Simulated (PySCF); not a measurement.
HOSi, doublet, geometry from GFN2-xTB; DF-TPSS/aug-cc-pVDZ (PySCF).

Here is a job for PySCF.
```python
from pyscf import gto, scf, dft

mol = gto.M(
    atom='''
O     0.935165   -0.417181   -0.004275
Si   -0.411307    0.264718    0.008311
H    -1.723023   -0.368613   -0.082152
''',
    basis='aug-cc-pvdz',
    charge=0,
    spin=1,
    verbose=4,
)

mf = dft.UKS(mol)
mf.xc = 'tpss'
mf = mf.density_fit(auxbasis='def2-universal-jkfit')
mf.kernel()
mf.analyze()
```

The log (banner, timings and long lists left out):

```
PySCF version 2.14.0

[INPUT] verbose = 4
[INPUT] num. atoms = 3
[INPUT] num. electrons = 23
[INPUT] charge = 0
[INPUT] spin (= nelec alpha-beta = 2S) = 1
[INPUT] symmetry False subgroup None
[INPUT] Mole.unit = angstrom
[INPUT] Symbol           X                Y                Z      unit          X                Y                Z       unit  Magmom
[...]
nuclear repulsion = 45.935169057371
number of shells = 21
number of NR pGTOs = 96
number of NR cGTOs = 59
basis = aug-cc-pvdz
ecp = {}

******** <class 'pyscf.df.df_jk.DFUKS'> ********
method = DFUKS
initial guess = minao
damping factor = 0
level_shift factor = 0
DIIS = <class 'pyscf.scf.diis.CDIIS'>
diis_start_cycle = 1
diis_space = 8
diis_damp = 0
SCF conv_tol = 1e-09
SCF conv_tol_grad = None
SCF max_cycles = 50
direct_scf = False
number electrons alpha = 12  beta = 11
XC library pyscf.dft.libxc version 7.1.2
    S. Lehtola, C. Steigemann, M. J. T. Oliveira, and M. A. L. Marques,  SoftwareX 7, 1–5 (2018)
XC functionals = tpss
    J. Tao, J. P. Perdew, V. N. Staroverov, and G. E. Scuseria,  Phys. Rev. Lett. 91, 146401 (2003)
    J. P. Perdew, J. Tao, V. N. Staroverov, and G. E. Scuseria,  J. Chem. Phys. 120, 6898 (2004)
    J. Tao, J. P. Perdew, V. N. Staroverov, and G. E. Scuseria,  Phys. Rev. Lett. 91, 146401 (2003)
    J. P. Perdew, J. Tao, V. N. Staroverov, and G. E. Scuseria,  J. Chem. Phys. 120, 6898 (2004)
radial grids:
    Treutler-Ahlrichs [JCP 102, 346 (1995); DOI:10.1063/1.469408] (M4) radial grids

becke partition: Becke, JCP 88, 2547 (1988); DOI:10.1063/1.454033
pruning grids: <function nwchem_prune>
grids dens level: 3
symmetrized grids: False
atomic radii adjust function: <function treutler_atomic_radii_adjust>
small_rho_cutoff = 0
Set gradient conv threshold to 3.16228e-05
tot grids = 43072
init E= -365.393384438423

cycle= 1 E= -365.035428367082  delta_E= 0.358  |g|= 0.75  |ddm|= 1.29
cycle= 2 E= -359.944677036095  delta_E= 5.09  |g|= 2.55  |ddm|=  5.4
cycle= 3 E= -365.288771832133  delta_E= -5.34  |g|= 0.102  |ddm|= 5.37
cycle= 4 E= -365.291490332251  delta_E= -0.00272  |g|= 0.116  |ddm|= 0.352
cycle= 5 E= -365.298502908175  delta_E= -0.00701  |g|= 0.0541  |ddm|= 0.0903
cycle= 6 E= -365.29976987646  delta_E= -0.00127  |g|= 0.0184  |ddm|= 0.0308
cycle= 7 E= -365.299938361187  delta_E= -0.000168  |g|= 0.00151  |ddm|= 0.0171
cycle= 8 E= -365.29994009497  delta_E= -1.73e-06  |g|= 0.000211  |ddm|= 0.00226
cycle= 9 E= -365.299940147602  delta_E= -5.26e-08  |g|= 0.000117  |ddm|= 0.00049
[...]
converged SCF energy = -365.299940160992  <S^2> = 0.75540929  2S+1 = 2.005402
Total Energy =                        -365.299940160992378
[...]
spin_pop of  0 O 2pz      -0.02573
spin_pop of  0 O 3px       0.00012
spin_pop of  0 O 3py       0.00370
spin_pop of  0 O 3pz      -0.00013
spin_pop of  0 O 4px       0.00020
spin_pop of  0 O 4py       0.00024
spin_pop of  0 O 4pz      -0.00001
spin_pop of  0 O 3dxy      0.00099
spin_pop of  0 O 3dyz     -0.00004
spin_pop of  0 O 3dz^2     0.00025
spin_pop of  0 O 3dxz     -0.00018
spin_pop of  0 O 3dx2-y2   -0.00008
spin_pop of  0 O 4dxy      0.00052
spin_pop of  0 O 4dyz     -0.00002
spin_pop of  0 O 4dz^2     0.00014
spin_pop of  0 O 4dxz     -0.00010
spin_pop of  0 O 4dx2-y2    0.00007
spin_pop of  1 Si 1s       -0.00000
spin_pop of  1 Si 2s        0.00001
spin_pop of  1 Si 3s        0.24047
spin_pop of  1 Si 4s        0.00654
spin_pop of  1 Si 5s        0.00024
spin_pop of  1 Si 2px      -0.00000
spin_pop of  1 Si 2py       0.00001
spin_pop of  1 Si 2pz      -0.00001
spin_pop of  1 Si 3px      -0.01859
spin_pop of  1 Si 3py       0.36001
spin_pop of  1 Si 3pz       0.03098
spin_pop of  1 Si 4px      -0.00018
spin_pop of  1 Si 4py       0.00050
spin_pop of  1 Si 4pz       0.00020
spin_pop of  1 Si 5px       0.00025
spin_pop of  1 Si 5py       0.00004
spin_pop of  1 Si 5pz       0.00000
spin_pop of  1 Si 3dxy      0.00272
spin_pop of  1 Si 3dyz     -0.00112
spin_pop of  1 Si 3dz^2     0.00084
spin_pop of  1 Si 3dxz     -0.00029
spin_pop of  1 Si 3dx2-y2    0.00924
spin_pop of  1 Si 4dxy      0.00014
spin_pop of  1 Si 4dyz     -0.00000
spin_pop of  1 Si 4dz^2    -0.00000
spin_pop of  1 Si 4dxz      0.00002
spin_pop of  1 Si 4dx2-y2   -0.00001
spin_pop of  2 H 1s        0.16738
spin_pop of  2 H 2s        0.00056
spin_pop of  2 H 3s        0.00185
spin_pop of  2 H 2px       0.00014
spin_pop of  2 H 2py      -0.00057
spin_pop of  2 H 2pz       0.00000
spin_pop of  2 H 3px       0.00131
spin_pop of  2 H 3py       0.00010
spin_pop of  2 H 3pz       0.00005
 ** Mulliken Spin Density (per atom)  **
spin density of  0 O =      0.19719
spin density of  1 Si =      0.63200
spin density of  2 H =      0.17081
 ** Mulliken pop alpha/beta on meta-lowdin orthogonal AOs **
 ** Mulliken pop       alpha | beta **
In total            12.00000 | 11.00000
 ** Mulliken atomic charges   ( Nelec_alpha | Nelec_beta ) **
charge of  0O =     -0.66791  (     4.43255      4.23536 )
charge of  1Si =      0.75928  (     6.93636      6.30436 )
charge of  2H =     -0.09137  (     0.63109      0.46028 )
Dipole moment(X, Y, Z, Debye): -2.88390,  0.93312, -0.01479
```
